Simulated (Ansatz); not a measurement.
The cluster Os3, relaxed as a singlet with RKS PBE0-D4/def2-TZVP in Ansatz, starting from packed atoms. Force threshold 0.02 eV/Å.

In the def2 sets Os takes a core potential; there is no spin–orbit coupling. The restricted singlet is unstable: a solution with broken spin symmetry lies lower. The relaxation made no stability test and no search for a lower SCF solution. At PBE0-D4/def2-TZVP a quintet of charge 0 lies 0.98 eV below the restricted singlet, each at its own geometry. That quintet is doubtful there (⟨S²⟩ 6.79, where a pure state has 6.00). The structure comes from a short search, and lower isomers may exist.

Start:

Cartesian coordinates in Å:
```
Os 1.725 -0.272 0.219
Os -0.851 0.474 1.277
Os -0.874 -0.202 -1.496
```

(1) Estimate the energy that the relaxation releases and the steps that it takes.

(2) Does the start keep its bonding and symmetry?

(3) Predict the relaxed structure.

## Answers

(1) 6.59 eV, in 7 steps; 7 s on 4 threads of AMD EPYC 9R45 on a shared host. No frequencies were taken in this run, so the end may be a saddle point.

(2) By distances, no bond broke or formed. The bond that changes most is Os1–Os3, from 3.11 to 2.28 Å (atoms count from 1). Point group Cs at the start, D3h at the end, both within 0.05 Å.

(3) 
```tsv
atom	x (Å)	y (Å)	z (Å)
Os1	1.2922	-0.2178	0.1070
Os2	-0.6904	0.3882	1.0495
Os3	-0.6018	-0.1704	-1.1565
```
Bond lengths (bridged metal pairs left out): 3 × Os–Os 2.28 Å.
